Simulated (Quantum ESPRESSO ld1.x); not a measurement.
Values are calculated unless marked as measured or tabulated.
Problem. These are the eigenvalues of the occupied orbitals of an atom or ion with whole-number occupations (eV). Code: ld1.x of Quantum ESPRESSO 7.5. Model: scalar-relativistic Kohn-Sham, LDA (Slater exchange, Perdew-Zunger correlation), spin-polarised, spherical densities, point nucleus.

orbital  eigenvalue
1s         -9528.35
2s         -1176.78
2p         -1024.11
3s         -149.600
3p         -104.257
3d         -31.2222

Which element is it, and in what charge state? The configuration may be excited. Open shells, if any, are filled with parallel spins first.

Solution. Z = 30, zinc, charge +2: Zn2+ in [Ar] 3d10. The list shows which subshells hold electrons but not how many an open one holds; the 1s level, -350.16 hartree, gives Z - s = 26.5 by -(Z - s)^2/2, which with screening and relativity narrows Z to a few neighbours, and the depths of the outer levels then fix element, charge and occupations together.
